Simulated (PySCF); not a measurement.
**Molecular orbitals of SiTe**

B3LYP at R = 2.277 Å; basis Si x2c-SVPall, Te x2c-SVPall; spin-free X2C with a Gaussian nucleus; PySCF 2.14. State: ¹Σ⁺ (singlet), closed shell. Only the outer orbitals are listed, counted within each symmetry.

```
orbital  occ.  ε (eV)  on Si (%)            main shells (%)
    13σ     2  -17.15         21           77 Te s, 16 Si s
    14σ     2  -11.65         64  64 Si s, 18 Te s, 18 Te p
    15σ     2   -7.09         54  44 Te p, 38 Si p, 15 Si s
     7π     2   -6.88         26           73 Te p, 25 Si p
     7π     2   -6.88         26           73 Te p, 25 Si p
     8π     0   -2.59         73           72 Si p, 26 Te p
     8π     0   -2.59         73           72 Si p, 26 Te p
    16σ     0    1.08         66           58 Si p, 32 Te p
```

Q: Which are the highest filled and the lowest empty level, where do they sit, and how wide is the gap?

A: Highest filled 7π at -6.88 eV (in %: 73 Te p, 25 Si p); lowest empty 8π at -2.59 eV (in %: 72 Si p, 26 Te p); the gap at B3LYP is 4.29 eV.

```json
{
  "bond order (Mayer)": "2.47",
  "⟨S²⟩": "0.000",
  "charge on Si (Mulliken, basis-dependent)": "0.15",
  "charge on Si (Löwdin, basis-dependent)": "0.02",
  "dipole moment (positive dipole means Si(−)Te(+))": "-0.56 D",
  "polarisability along the bond": "92.1 bohr³",
  "polarisability across the bond": "36.9 bohr³"
}
```

Spin–orbit coupling is left out.
